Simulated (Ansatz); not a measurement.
One change: `[SiH3]C#CC=S` becomes `[SiH3]C#[C][GeH3]`.

Ansatz, PBE0-D4/def2-TZVP geometries, multiplicity 1. 

Scalar relativity is left out up to krypton.

```json
{"property": "HOMO energy (PBE0/def2-TZVPP) / eV", "`[SiH3]C#CC=S`": "-6.87"}
{"property": "LUMO energy (ωB97M-V/def2-TZVPP) / eV", "`[SiH3]C#CC=S`": "-1.17"}
{"property": "HOMO–LUMO gap (ωB97M-V/def2-TZVPP) / eV", "`[SiH3]C#CC=S`": "7.96"}
{"property": "LUMO energy (PBE/def2-TZVPP) / eV", "`[SiH3]C#CC=S`": "-3.99"}
{"property": "size of the dipole moment (ωB97M-V/def2-TZVPP) / D", "`[SiH3]C#CC=S`": "1.82"}
{"property": "HOMO–LUMO gap (PBE/def2-TZVPP) / eV", "`[SiH3]C#CC=S`": "1.59"}
```

Give the same properties after the change, and the shifts. (An estimate is asked.)

Ansatz gave: 
```json
{"property": "HOMO energy (PBE0/def2-TZVPP) / eV", "`[SiH3]C#[C][GeH3]`": "-8.09", "shift": "-1.22"}
{"property": "LUMO energy (ωB97M-V/def2-TZVPP) / eV", "`[SiH3]C#[C][GeH3]`": "1.54", "shift": "2.71"}
{"property": "HOMO–LUMO gap (ωB97M-V/def2-TZVPP) / eV", "`[SiH3]C#[C][GeH3]`": "11.83", "shift": "3.87"}
{"property": "LUMO energy (PBE/def2-TZVPP) / eV", "`[SiH3]C#[C][GeH3]`": "-1.35", "shift": "2.64"}
{"property": "size of the dipole moment (ωB97M-V/def2-TZVPP) / D", "`[SiH3]C#[C][GeH3]`": "0.57", "shift": "-1.25"}
{"property": "HOMO–LUMO gap (PBE/def2-TZVPP) / eV", "`[SiH3]C#[C][GeH3]`": "5.56", "shift": "3.97"}
```

With PBE0 the HOMO falls by 1.22 eV and the LUMO rises by 2.76 eV, so the gap widens by about 3.98 eV. PBE moves the HOMO by -1.33 eV and ωB97M-V by -1.16 eV. Dipoles are sizes alone; their direction can turn.
